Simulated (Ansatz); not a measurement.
Cost and result up the ladder for `CCCCCCCCCCCCCCSC(C)=O` (50 atoms). The state is a singlet with charge 0. Geometry: PBE-D4/def2-SVP.

```xyz
50

C     7.895   -1.206   -4.015
C     6.640   -1.288   -3.145
C     5.444   -1.920   -3.867
C     4.181   -2.085   -3.010
C     3.540   -0.773   -2.544
C     2.235   -0.970   -1.768
C     1.591    0.335   -1.291
C     0.274    0.138   -0.534
C    -0.360    1.448   -0.055
C    -1.723    1.295    0.635
C    -1.683    0.528    1.963
C    -3.042    0.378    2.660
C    -3.659    1.695    3.147
C    -4.933    1.527    3.972
S    -6.291    0.814    2.964
C    -7.585    0.806    4.220
C    -8.906    0.270    3.705
O    -7.398    1.198    5.357
H     7.714   -0.598   -4.927
H     8.220   -2.213   -4.353
H     8.745   -0.746   -3.472
H     6.371   -0.269   -2.792
H     6.859   -1.876   -2.225
H     5.749   -2.918   -4.255
H     5.199   -1.312   -4.768
H     4.420   -2.712   -2.121
H     3.427   -2.664   -3.588
H     4.255   -0.204   -1.909
H     3.347   -0.125   -3.430
H     1.509   -1.527   -2.404
H     2.425   -1.628   -0.890
H     1.414    1.000   -2.168
H     2.310    0.885   -0.643
H     0.455   -0.538    0.331
H    -0.449   -0.401   -1.188
H    -0.474    2.128   -0.928
H     0.344    1.965    0.636
H    -2.147    2.308    0.806
H    -2.432    0.786   -0.057
H    -0.969    1.033    2.654
H    -1.265   -0.487    1.789
H    -3.756   -0.133    1.975
H    -2.929   -0.302    3.533
H    -2.920    2.230    3.785
H    -3.864    2.371    2.289
H    -5.298    2.493    4.374
H    -4.775    0.853    4.839
H    -9.289    0.913    2.886
H    -9.636    0.251    4.535
H    -8.779   -0.751    3.291
```

Ansatz on 2 threads of AMD EPYC 7R13 on a shared host and a share (18 GiB) of an NVIDIA H100 80GB HBM3. Times are rough, and most runs start from the orbitals of an earlier one. ωB97X-V/def2-TZVP serves as the yardstick here, not as an exact answer. Differences are given only for rows in sets of like size (and for xTB, whose basis is part of the method), since another set adds its own error. Binding counts from free atoms at the same level (C triplet, S triplet, O triplet, H doublet; other spins of the atoms weren't run), without zero-point energy or a counterpoise term.

LC-ωPBE has ω = 0.4 bohr⁻¹. B3LYP takes the VWN-RPA correlation. Correlated methods freeze 22 core orbitals. The rows differ in basis, and correlated rows in double-zeta sets carry the largest basis error. Single mean-field runs in def2-SVP, def2-TZVP are fitted with def2-universal-jkfit.

Correlated methods converge slowly with the basis, most of all in double-zeta sets.

```
                            level  functions  binding energy per atom (eV)  difference from ωB97X-V/def2-TZVP (eV)
                     MP2/def2-SVP        416                          4.10                                       –
                        HF/STO-3G        126                          3.92                                       –
                LC-ωPBE/def2-TZVP        756                          4.21                                   -0.01
  PBE0-D4/def2-TZVP (with forces)        756                          4.25                                    0.03
                 PBE-D4/def2-TZVP        756                          4.31                                    0.09
r2SCAN-D4/def2-TZVP (with forces)        756                          4.23                                    0.01
                  PBE-D4/def2-SVP        416                          4.35                                       –
                 PBE0-D4/def2-SVP        416                          4.30                                       –
                ωB97X-V/def2-TZVP        756                          4.22                                    0.00
                   B3LYP-D4/6-31G        230                          4.14                                       –
                BLYP-D4/def2-TZVP        756                          4.20                                   -0.03
                         HF/6-31G        230                          3.01                                       –
```

(1) Estimate how long each takes.

## Answers

(1) B3LYP-D4/6-31G 6.5 s; MP2/def2-SVP 6.5 s; HF/STO-3G 7 s; BLYP-D4/def2-TZVP 7.5 s; HF/6-31G 9 s; PBE0-D4/def2-SVP 9.1 s; PBE-D4/def2-SVP 10 s; PBE-D4/def2-TZVP 11 s; LC-ωPBE/def2-TZVP 13 s; r2SCAN-D4/def2-TZVP (with forces) 14 s; ωB97X-V/def2-TZVP 15 s; PBE0-D4/def2-TZVP (with forces) 20 s. On shared hardware such times vary by a factor of up to 3.
